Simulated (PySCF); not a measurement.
(1E)-1-bromobuta-1,3-diene (C4H5Br), SMILES C(/Br)=C\C=C. Atoms are numbered in the order given.

```xyz
10

C     -0.3692    -3.6755     0.0000
C      0.3801    -2.5607     0.0000
C     -0.1678    -1.2122     0.0000
C      0.6021    -0.1132     0.0000
Br    -0.0915     1.6447     0.0000
H     -1.4625    -3.6261     0.0000
H      0.0853    -4.6687     0.0000
H      1.4731    -2.6464     0.0000
H     -1.2579    -1.1086     0.0000
H      1.6938    -0.1452     0.0000
```
Charge 0, spin multiplicity 1.

Coordinates come from a B3LYP-D3(BJ)/def2-SVP optimisation. Other conformers were not sampled.

Two levels are set side by side: PBE/pcSseg-1 (PySCF) and PBE0/pcSseg-1 (PySCF). GIAO shifts against TMS (¹H), TMS (¹³C) at the same level; non-relativistic, no solvent, atoms listed together averaged. Without spin–orbit terms, shifts of atoms bonded to Cl or Br come out too high at both levels. Differences are taken from unrounded values.

```
quantity                PBE0    PBE  PBE minus PBE0
---------------------  -----  -----  --------------
δ(¹³C) of C1 (ppm)     128.4  125.2            -3.2
δ(¹³C) of C2 (ppm)     144.1  142.9            -1.1
δ(¹³C) of C3 (ppm)     149.4  147.6            -1.8
δ(¹³C) of C4 (ppm)     137.3  137.0            -0.3
δ(¹H) of H6, H7 (ppm)   5.77   5.64           -0.13
δ(¹H) of H8 (ppm)       6.65   6.59           -0.07
δ(¹H) of H9 (ppm)       6.99   6.89           -0.10
δ(¹H) of H10 (ppm)      6.58   6.59            0.00
```

Rough cost on one machine, each run with all the roots and properties that it gave: PBE0 against PBE within a factor of 2.
